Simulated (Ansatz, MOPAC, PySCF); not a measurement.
Noncovalent pair: aminoborane (SMILES BN) (first 6 atoms) with HF (SMILES F); geometry from B3LYP-D3(BJ)/def2-TZVP, rigid monomers moved along the line of their centres of mass till N2···H8 is 2.21 Å.
(charge 0, multiplicity 1):
```xyz
8

B      0.9064    -0.1258     0.0613
N     -0.1434     0.5794     0.6653
H      0.6626    -0.8237    -0.8706
H      1.9991    -0.0255     0.5206
H      0.0124     1.2765     1.3784
H     -1.0649     0.6332     0.2571
F     -1.1109    -1.5154     2.7965
H     -0.7713    -0.9375     2.1387
```

Interaction energies are E(AB) − E(A) − E(B) at the monomers' geometry in the complex; basis-set methods are counterpoise corrected. Rows marked so take none.

Rows in 3-21G carry no dispersion term and start afresh at each structure. The state reached by PM3 isn't checked.

The values were computed with Ansatz (Gaussian orbitals); MOPAC for PM3 (differences of heats of formation); PySCF for 3-21G rows, the dispersion terms. Each number belongs to the level named beside it.

Q: One of these levels gives 70.5 meV for the interaction energy. Which one is it?
A) HF/aug-cc-pVTZ
B) B3LYP/3-21G (no counterpoise)
C) PM3
D) r2SCAN-D4/def2-TZVPPD

A: C, PM3. The others give -166.8 (HF/aug-cc-pVTZ), -223.5 (r2SCAN-D4/def2-TZVPPD), -291.1 (B3LYP/3-21G (no counterpoise))

Ansatz is a quantum-chemistry and plane-wave program.
